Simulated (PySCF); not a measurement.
p-bromotoluene, C7H7Br.
Z-matrix (Å and degrees, PBE0-D3(BJ)/def2-SVP geometry), rows numbered from 1:
```
C 
C   1  1.5008
C   2  1.3997  1  121.06
C   3  1.3926  2  121.52  1   178.52
C   4  1.3932  3  119.27  2     0.09
Br  5  1.8883  4  119.71  3   179.86
C   5  1.3931  4  120.57  3     0.08
C   7  1.3926  5  119.24  4    -0.08
H   1  1.0995  2  111.52  3    30.05
H   1  1.1030  2  110.91  3   -89.42
H   1  1.0995  2  111.54  3   151.09
H   3  1.0935  2  119.50  1    -1.61
H   4  1.0913  3  120.62  2   179.88
H   7  1.0913  5  120.12  4   179.69
H   8  1.0935  2  119.49  1     1.63
```

Computed at PBE0/pcSseg-1 (PySCF, non-relativistic), with Q(79Br) = 0.313 b: Br6, 79Br (I = 3/2): χzz = 569.8 MHz, η = 0.050.

Question: Find the zero-field quadrupole resonance frequencies of 79Br at Br6.

Answer: From ν = (|χ|/2)√(1 + η²/3): ν = 285.0 MHz (aryl bromine). For 81Br the ratio of quadrupole moments, 0.8354, gives 238.1 MHz.

Question: Apply the simplest Townes–Dailey estimate (no s hybridisation, no π bonding), ionic character = 1 − χzz/χ0, where χ0 is the coupling for one missing p electron along the bond: 769.76 MHz for 79Br.

Answer: Br6 on C5: 1 − (569.8)/(769.76) = 0.26. In this model a purely covalent bond gives χ0 and a free halide ion gives zero; s hybridisation or π bonding, where present, is counted here as ionic character.

In a crystal, neighbours and librations shift these lines. Geometry: PBE0-D3(BJ)/def2-SVP; no solvent, vibrations or thermal averaging. The calculation is non-relativistic, for bromine too. The small basis limits the accuracy of the gradients.

The run behind these numbers computed NMR shieldings as well. Hardware: one thread of an Arm Neoverse V2, on a shared host. Cost: 23 s of wall time.
